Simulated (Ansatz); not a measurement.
`[NH2][AlH][N]([SiH3])[SiH3]`. Charge 0, multiplicity 1. The structure was optimised at the PBE0-D4/def2-TZVP level. It is one conformer, not always the lowest.

```xyz
14

N     0.643    2.251   -1.298
Al   -0.494    0.914   -1.127
N    -0.202   -0.341    0.128
Si   -1.283   -1.685    0.303
Si    1.166   -0.286    1.187
H     1.454    2.423   -0.728
H     0.544    2.973   -1.994
H    -1.752    0.816   -2.069
H    -2.108   -1.573    1.538
H    -0.517   -2.960    0.391
H    -2.189   -1.742   -0.873
H     1.699    1.102    1.252
H     2.264   -1.181    0.730
H     0.775   -0.710    2.559
```

(1) What is the dipole moment at B3LYP/def2-TZVPP? (An estimate is asked.)

(2) And with PBE, r2SCAN, ωB97M-V? (Estimate.)

(3) Give the Mulliken charges with B3LYP, r2SCAN, PBE in def2-TZVPP. (Best estimate.)

Results:

(1) Ansatz gave: 1.45 D, with components (0.64, 1.23, -0.44) D in this frame, pointing from negative to positive charge.

(2) The calculation gave: PBE 1.52 D, r2SCAN 1.51 D, ωB97M-V 1.47 D.

(3) Ansatz gave: 
```csv
atom,B3LYP,r2SCAN,PBE
N1,-0.42,-0.48,-0.41
Al2,0.45,0.51,0.36
N3,-0.29,-0.39,-0.20
Si4,0.28,0.31,0.21
Si5,0.28,0.32,0.21
H6,0.13,0.15,0.14
H7,0.13,0.15,0.14
H8,-0.13,-0.13,-0.11
H9,-0.07,-0.08,-0.06
H10,-0.07,-0.08,-0.06
H11,-0.06,-0.06,-0.05
H12,-0.09,-0.09,-0.07
H13,-0.07,-0.08,-0.06
H14,-0.07,-0.07,-0.05
```

B3LYP here is the variant with VWN-RPA as its local correlation; programs differ in this.
